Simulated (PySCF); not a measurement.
AlClH4O2SSi, SMILES [OH][Al]([S][SiH2]Cl)[OH].

Geometry: PBE0-D3(BJ)/def2-SVP. The structure was generated by enumeration; whether it is a known compound was not checked. The values are those of a single conformer.

Method: PySCF with HF/def2-TZVP.

```
Item                                                                                                           Result
---------------------------------------------------------------------------------------------  ----------------------
total energy                                                                                      -1540.30510 hartree
highest occupied level                                                                                      -10.51 eV
lowest empty level                                                                                            2.44 eV
orbital gap                                                                                                  12.96 eV
dipole moment                                                                                               0.502 e·Å
quadrupole, principal values (traceless, Buckingham form, about the centre of nuclear charge)   -6.43, 0.61, 5.81 D·Å
mean static polarisability                                                                      75.1 bohr³ (11.12 Å³)
polarisability, principal values                                                               64.7, 77.6, 82.9 bohr³
```
